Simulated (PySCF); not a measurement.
## ORD: SMILES CO[C@@H]1C[CH2][Ge@@H]1[Cl], C4H9ClGeO

Molfile (atoms numbered from 1):
```
C4H9ClGeO
     RDKit          3D

 16 16  0  0  0  0  0  0  0  0999 V2000
    2.3534    0.1984    0.1747 C   0  0  0  0  0  0  0  0  0  0  0  0
    1.0798    0.6446   -0.2172 O   0  0  0  0  0  0  0  0  0  0  0  0
    0.0724    0.4976    0.7552 C   0  0  2  0  0  0  0  0  0  0  0  0
   -0.5045   -0.9282    0.8426 C   0  0  0  0  0  0  0  0  0  0  0  0
   -1.5451   -0.9403   -0.2879 C   0  0  0  0  0  0  0  0  0  0  0  0
   -1.6015    1.0731   -0.2466 Ge  0  0  2  0  0  4  0  0  0  0  0  0
   -1.3224    2.1324   -2.0418 Cl  0  0  0  0  0  0  0  0  0  0  0  0
    2.3726   -0.8820    0.3571 H   0  0  0  0  0  0  0  0  0  0  0  0
    2.6843    0.7152    1.0845 H   0  0  0  0  0  0  0  0  0  0  0  0
    3.0300    0.4351   -0.6443 H   0  0  0  0  0  0  0  0  0  0  0  0
    0.4093    0.8966    1.7194 H   0  0  0  0  0  0  0  0  0  0  0  0
   -0.9865   -1.0511    1.8125 H   0  0  0  0  0  0  0  0  0  0  0  0
    0.2562   -1.7011    0.7342 H   0  0  0  0  0  0  0  0  0  0  0  0
   -2.4296   -1.5350   -0.0750 H   0  0  0  0  0  0  0  0  0  0  0  0
   -1.1098   -1.2918   -1.2220 H   0  0  0  0  0  0  0  0  0  0  0  0
   -2.7665    1.7455    0.5106 H   0  0  0  0  0  0  0  0  0  0  0  0
  1  2  1  0
  2  3  1  0
  3  4  1  0
  4  5  1  0
  5  6  1  0
  6  7  1  0
  6  3  1  0
  1  8  1  0
  1  9  1  0
  1 10  1  0
  3 11  1  1
  4 12  1  0
  4 13  1  0
  5 14  1  0
  5 15  1  0
  6 16  1  1
M  END
```

Level of theory: PySCF, TDDFT B3LYP/aug-cc-pVDZ circular dichroism and optical rotation, one conformer, gas phase. Geometry: GFN2-xTB.

The molecule is flexible and this is one conformer; a measurement averages over conformers. The calculation is non-relativistic, which matters for the atoms heavier than Zn. States above about 7.1 eV lie in this functional's continuum (it starts at minus the energy of the highest occupied orbital, well below the true ionisation energy for most functionals) and depend on the basis. Singlets 12 and 13 lie within 0.01 eV of each other, so their separate moments and overlaps can depend on how they mix.

Stereocentres: C3 S, Ge6 S.

What is the specific rotation at 633, 589.3, 546, 436, 405, 365, 355 nm?

[α] in deg dm⁻¹ (g/mL)⁻¹:
```csv
λ (nm),origin-invariant length gauge,modified velocity gauge,length gauge (centre of mass),isotropic polarisability (au)
633,+13.4,+9.4,+13.0,101.9
589.3,+18.1,+13.5,+17.7,102.4
546,+25.3,+19.8,+24.7,103.0
436,+71.4,+62.2,+70.4,105.5
405,+102.9,+92.0,+101.7,106.6
365,+177.5,+163.3,+176.0,108.7
355,+206.9,+191.5,+205.2,109.4
```

And for the mirror image at 589.3 nm?

-18.1 deg dm⁻¹ (g/mL)⁻¹ (origin-invariant length gauge): the same size and the opposite sign.

What is the molar rotation [Φ] = [α]·M/100 of the geometry above at 589.3 nm?

With M = 181.19 g/mol, +32.8 deg cm² dmol⁻¹ (origin-invariant length gauge).

The first excitation lies at 5.77 eV (215 nm) with R = +13.6 × 10⁻⁴⁰ esu² cm² (velocity form).
